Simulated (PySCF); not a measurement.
Species: C5H4F2.
Geometry (PBE0-D3(BJ)/def2-SVP, Å), atoms numbered from 1 in this order:
```
atom  x, y, z in Å
F1    -2.2561   -1.5242   -0.3871
C2    -1.5928   -0.3465   -0.5428
F3    -2.5554    0.6144   -0.6006
C4    -0.6552   -0.1098    0.5754
C5     0.6397    0.1373    0.3683
C6     1.9665    0.4285    0.8218
C7     1.7808    0.3205   -0.4828
H8    -1.0789   -0.3704   -1.5210
H9    -1.0651   -0.1376    1.5879
H10    2.6502    0.6106    1.6482
H11    2.2072    0.3557   -1.4834
```

Method used: PBE0-D3(BJ)/def2-SVP geometry optimisation, gas phase (PySCF 2.14.0).

Masses are those of the commonest isotopes; rigid-rotor values at the optimised geometry. The values belong to one conformer with, in the numbering `[F:1][CH:2]([F:3])[CH:4]=[C:5]1[CH:6]=[CH:7]1`, F1–C2–C4–C5 126°.

Problem. What are A, B and C (cm⁻¹)?

Solution. Ia = 71.47, Ib = 370.73, Ic = 389.11 u·Å²; 505379 MHz·u·Å²/I gives 7071, 1363 and 1299 MHz, that is A = 0.23588, B = 0.04547, C = 0.04332 cm⁻¹.

Problem. What kind of rotor is it?

Solution. A near-prolate asymmetric top. Ray's parameter κ = (2B − A − C)/(A − C) = -0.978; −1 is the prolate and +1 the oblate limit.

Problem. What does the inertial defect say?

Solution. Not planar: Δ = Ic − Ia − Ib = -53.09 u·Å². For a rigid frame Δ = −2 Σ m c², so Σ m c² = 26.54 u·Å² lies off the ab plane: 9.45 from hydrogen and 17.09 from heavier atoms. The atom farthest from that plane is 1.89 Å away.

Problem. Give the other two planar moments, Paa and Pbb, and the rms extents of the mass along the axes.

Solution. Paa = Σ m a² = (Ib + Ic − Ia)/2 = 344.19 and Pbb = Σ m b² = (Ia + Ic − Ib)/2 = 44.92 u·Å². With the mass M = 102.03 u, the rms extents √(P/M) along a, b and c are 1.84, 0.66, 0.51 Å.

Problem. Where do the levels up to J = 2 lie, in cm⁻¹?

Solution. Above 0(0,0):
J = 1: 1(0,1) 0.0888, 1(1,1) 0.2792, 1(1,0) 0.2814
J = 2: 2(0,2) 0.2664, 2(1,2) 0.4546, 2(1,1) 0.4611, 2(2,1) 1.0323, 2(2,0) 1.0323
Those of J = 1 are B + C, A + C and A + B.

Problem. Which types of transition are allowed, and where do some lines up to J = 4 fall?

Solution. The dipole components are |μa| = 4.75 D, |μb| = 0.06 D, |μc| = 0.93 D. The squared components, which scale the intensities, stand as 1.00 : 0.00 : 0.04 (a : b : c). Some lines, for components of 0.1 D or more:

```csv
type,branch,"J(Ka,Kc)",MHz,lower level (cm⁻¹)
a,R,"2(1,1) ← 1(1,0)",5388,0.281
c,Q,"2(1,2) ← 2(0,2)",5644,0.266
a,R,"3(0,3) ← 2(0,2)",7984,0.266
a,R,"3(1,2) ← 2(1,1)",8082,0.461
a,R,"4(2,2) ← 3(2,1)",10653,1.299
c,R,"2(1,1) ← 1(0,1)",11161,0.089
c,R,"3(1,2) ← 2(0,2)",13920,0.266
c,Q,"4(2,3) ← 4(1,3)",16900,1.090
c,R,"2(2,1) ← 1(1,1)",22578,0.279
c,R,"3(2,1) ← 2(1,1)",25114,0.461
c,Q,"3(3,1) ← 3(2,1)",28700,1.299
c,R,"3(3,0) ← 2(2,0)",36688,1.032
c,R,"4(3,1) ← 3(2,1)",39349,1.299
c,Q,"4(4,1) ← 4(3,1)",40182,2.611
c,R,"4(4,0) ← 3(3,0)",50831,2.256
```

No frequency check. Zero-point vibration and centrifugal distortion are left out.

On one thread, Arm Neoverse N1 (aarch64), no GPU, shared host, this took 56 s of wall time and 0.50 GiB of memory at its peak. This is the geometry optimisation.
